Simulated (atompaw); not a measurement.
u(r) = r·R(r): atom against pseudo-atom (S)

Columns: radius, all-electron u(r) and pseudo u(r) of the 3s shell (level -17.81 eV) of sulfur in the configuration [Ne] 3s1 3p5; PBE, non-relativistic, PAW (atompaw) scheme, atompaw 4.2.0.5.

```json
{"r (bohr)": "0.074", "all-electron": "0.1876", "pseudo": "0.0958"}
{"r (bohr)": "0.148", "all-electron": "-0.0695", "pseudo": "0.1904"}
{"r (bohr)": "0.222", "all-electron": "-0.2981", "pseudo": "0.2825"}
{"r (bohr)": "0.295", "all-electron": "-0.4016", "pseudo": "0.3698"}
{"r (bohr)": "0.369", "all-electron": "-0.3936", "pseudo": "0.4537"}
{"r (bohr)": "0.443", "all-electron": "-0.3071", "pseudo": "0.5320"}
{"r (bohr)": "0.517", "all-electron": "-0.1754", "pseudo": "0.6039"}
{"r (bohr)": "0.591", "all-electron": "-0.0238", "pseudo": "0.6686"}
{"r (bohr)": "0.665", "all-electron": "0.1305", "pseudo": "0.7258"}
{"r (bohr)": "0.738", "all-electron": "0.2744", "pseudo": "0.7744"}
{"r (bohr)": "0.812", "all-electron": "0.4056", "pseudo": "0.8156"}
{"r (bohr)": "0.886", "all-electron": "0.5190", "pseudo": "0.8487"}
{"r (bohr)": "0.960", "all-electron": "0.6137", "pseudo": "0.8738"}
{"r (bohr)": "1.034", "all-electron": "0.6904", "pseudo": "0.8912"}
{"r (bohr)": "1.108", "all-electron": "0.7499", "pseudo": "0.9014"}
{"r (bohr)": "1.182", "all-electron": "0.7935", "pseudo": "0.9049"}
{"r (bohr)": "1.255", "all-electron": "0.8224", "pseudo": "0.9023"}
{"r (bohr)": "1.329", "all-electron": "0.8391", "pseudo": "0.8942"}
{"r (bohr)": "1.403", "all-electron": "0.8450", "pseudo": "0.8813"}
{"r (bohr)": "1.477", "all-electron": "0.8417", "pseudo": "0.8643"}
{"r (bohr)": "1.551", "all-electron": "0.8308", "pseudo": "0.8438"}
{"r (bohr)": "1.625", "all-electron": "0.8137", "pseudo": "0.8204"}
{"r (bohr)": "1.698", "all-electron": "0.7921", "pseudo": "0.7950"}
{"r (bohr)": "1.772", "all-electron": "0.7664", "pseudo": "0.7673"}
{"r (bohr)": "1.846", "all-electron": "0.7380", "pseudo": "0.7381"}
{"r (bohr)": "1.920", "all-electron": "0.7075", "pseudo": "0.7075"}
```

**Question.** How many radial nodes do the two functions have?

**Answer.** The all-electron 3s function has n − l − 1 = 2; the pseudo-wave has 0, since the states of the same l below it are removed with the core.

**Question.** Is the pseudo-wave norm-conserving?

**Answer.** No, it belongs to a PAW set: the norm inside the radius is not constrained, and the difference is carried by the augmentation charge.
